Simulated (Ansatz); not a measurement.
GaH2I. Charge 0, multiplicity 3. Geometry PBE-D4/def2-TZVP, that of the neutral singlet; atoms count from 1.

Cartesian coordinates in Å:
```
Ga 0.098 0.247 0.111
H -0.748 0.849 1.285
H 1.409 0.809 -0.541
I -0.759 -1.906 -0.855
```

In the def2 sets I takes a core potential; there is no spin–orbit coupling. At PBE0-D4/def2-TZVP a singlet of charge 0 lies 4.17 eV below the triplet at the same geometry.

(1) Estimate the Mulliken populations from the PBE0/def2-TZVP orbitals of Ansatz.

(2) Where does the spin sit?

(3) And the Mayer bond orders between bonded heavy atoms (over 0.3)?

Answers

(1) 
```csv
atom,charge (e),spin (α − β)
Ga1,-0.17,1.04
H2,0.02,0.11
H3,0.02,0.11
I4,0.13,0.75
```
Mulliken values and Mayer orders depend strongly on the basis.

(2) Summed by element: Ga 1.04, H 0.21, I 0.75, of 2 unpaired in all. Largest on single atoms: Ga1 1.04, I4 0.75, H2 0.11.

(3) Ga1–I4 0.85 (2.51 Å).
